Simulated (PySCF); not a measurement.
An unknown is described by computed data only.

Formula: C5H6O2.

- 1H NMR: chemical shifts (computed TMS as zero) by class: 6.12 (1 H), 5.72 (1 H), 4.97 (2 H), 3.21 (2 H) ppm [GIAO PBE0/pcSseg-1]
- Rotational structure: rotational constants A, B, C: 8.086, 1.213, 1.124 GHz [GFN2-xTB]
- 13C NMR: chemical shifts (computed TMS as zero) by class: 220.6 (1 C), 176.3 (1 C), 89.7 (1 C), 79.0 (1 C), 36.1 (1 C) ppm [GIAO PBE0/pcSseg-1]
- NMR, other nuclei: isotropic shieldings of nuclei other than C and H, by class: -103 (1 O), 127 (1 O) ppm [GIAO PBE0/pcSseg-1]
- Dipole: 1.73 D [PBE0/pcSseg-1]

The electronic properties come from PySCF, for the isolated species, density fitting. Levels stand in brackets. One conformer (not necessarily the lowest) at the GFN2-xTB geometry, without solvent, vibrations or thermal averaging. NMR classes are plain means over equivalent atoms (diastereotopic ones count apart unless rotation or inversion swaps them), as if these changed places fast.

Question: What is the compound? Reason from the data.

Answer: Numbering: `[CH2:1]=[C:2]=[CH:3][CH2:4][C:5](=[O:6])[OH:7]`. Its formula, C5H6O2, gives 3 degrees of unsaturation: 0 rings and 3 π bonds in the structure found. 5 carbons fall into 5 classes; from least to most shielded: central carbon of cumulated double bonds [C2] (220.6 ppm), carboxylic acid carbon [C5] (176.3 ppm), outer carbon of cumulated double bonds [C3] (89.7 ppm), outer carbon of cumulated double bonds [C1] (79.0 ppm), sp3 carbon next to a carbonyl [C4] (36.1 ppm). Hydrogen classes from least to most shielded: 1 H on an acid hydroxyl oxygen, O7 (6.12 ppm), 1 H on an outer carbon of cumulated double bonds, C3 (5.72 ppm), 2 H on an outer carbon of cumulated double bonds, C1 (4.97 ppm), 2 H on an sp3 carbon next to a carbonyl, C4 (3.21 ppm). The other shieldings belong to: -103 ppm, acid carbonyl oxygen [O6]; 127 ppm, acid hydroxyl oxygen [O7]. The optimised geometry has point group C1 and is an asymmetric top. Structure: `C=C=CCC(=O)O`. Computed isomers that give other values at the same levels: `COC1=CCC1=O` (13C chemical shifts (computed TMS as zero) by class: 192.4 (1 C), 161.0 (1 C), 137.7 (1 C), 59.2 (1 C), 42.5 (1 C) ppm); `COc1ccco1` (rotational constant A: 7.594 GHz; this holds for the one conformer computed); `COc1ccoc1` (rotational constant A: 7.696 GHz; this holds for the one conformer computed). The assignments are read from this structure; whether some other isomer fits the data as well wasn't checked.

Shape of the structure used: `[CH2:1]=[C:2]=[CH:3][CH2:4][C:5](=[O:6])[OH:7]`: C2–C3–C4–C5 133°, C3–C4–C5–O6 9°, H–O7–C5–C4 -179°.
